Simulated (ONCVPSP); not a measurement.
# What one change does to a pseudopotential (La (Z = 57), ONCV)

La, optimised norm-conserving Vanderbilt (ONCV), made with ONCVPSP 4.0.1 (PBE, scalar-relativistic). Core [Kr] 4d10, reference 5s2 5p6 5d1.5 6s1.5. Waves: 5s+6s: rc 2.35 bohr, ncon 4, nbas 7, qcut 4.3 1/bohr, 2 projectors; 5p: rc 1.75 bohr, ncon 3, nbas 7, qcut 5 1/bohr, 2 projectors, debl 1.3 Ha; 5d: rc 2.50 bohr, ncon 4, nbas 7, qcut 4 1/bohr, 3 projectors, debl 1.3 Ha; f scattering state at 0.42 Ha: rc 1.75 bohr, ncon 4, nbas 7, qcut 6.8 1/bohr, local. Local part: the f channel. Core correction: Teter function, fcfact 3.75, rcfact 1.1.

In the f channel the program set the typed energies aside and used -0.129 Ha.

Change: f: qcut 7.6.

Cutoffs: the cutoffs (Ha) at which the residual kinetic energy of the hardest occupied pseudo-wave falls to 1 and 0.1 mHa per electron; they do not see the model core or the augmentation charge, which bear on the density cutoff. Errors are all-electron minus pseudo energies relative to the spin-unpolarised reference configuration.

Question: How do hardness, ghosts and transferability respond?

Answer: The potential gets neither clearly harder nor softer (12 Ha and 46 Ha → 12 Ha and 46 Ha); both files keep a bound ghost (p, s); of the 4 tests that both files solve, the error grows in 0 and shrinks in 2 by more than 15 % and 0.3 meV (median size 1.4 → 1.0 meV).

| quantity | base | changed |
| --- | --- | --- |
| cutoff, loose | 12 Ha | 12 Ha |
| cutoff, tight | 46 Ha | 46 Ha |
| bound ghosts | s, p | s, p |
| GHOST(+) flags under 300 eV | d at 157.7 eV | d at 151.9 eV |
| error for 5s2 5p6 5d1 6s2, meV [ΔE -0.35 eV] | -0.6 | 0.0 |
| error for 5s2 5p6 5d1 6s1, meV [ΔE 5.62 eV] | 0.0 | +0.1 |
| error for 5s2 5p6 5d1 6s0, meV [ΔE 16.51 eV] | -2.1 | -1.9 |
| error for 5s2 5p6 5d0 6s2 6p1, meV [ΔE 1.96 eV] | -9.9 | -4.4 |
| s: phases at 2.39 bohr within 0.05 rad from the reference energy up to (Ha; the scan ends near 5) | 3.8 | 4.2 |
| p: phases at 1.78 bohr within 0.05 rad from the reference energy up to (Ha; the scan ends near 5) | 4.7 | 4.6 |
| d: phases at 2.54 bohr within 0.05 rad from the reference energy up to (Ha; the scan ends near 5) | to the end of the scan | to the end of the scan |
| f: phases at 1.78 bohr within 0.05 rad from the reference energy up to (Ha; the scan ends near 5) | 0.2 | 0.3 |
| rms error of d²Exc/dni dnj with the model core, mHa | 0.57 | 0.57 |

Base: The cutoffs count occupied waves only; projector 1 of the f channel, the hardest unoccupied one, needs 66 Ha at the loose tolerance. Changed file: The cutoffs count occupied waves only; projector 1 of the f channel, the hardest unoccupied one, needs 60 Ha at the loose tolerance. A true bound ghost makes a file unfit for plane-wave use even where its test errors are small: the radial tests pick states by their node count and pass the ghost by.
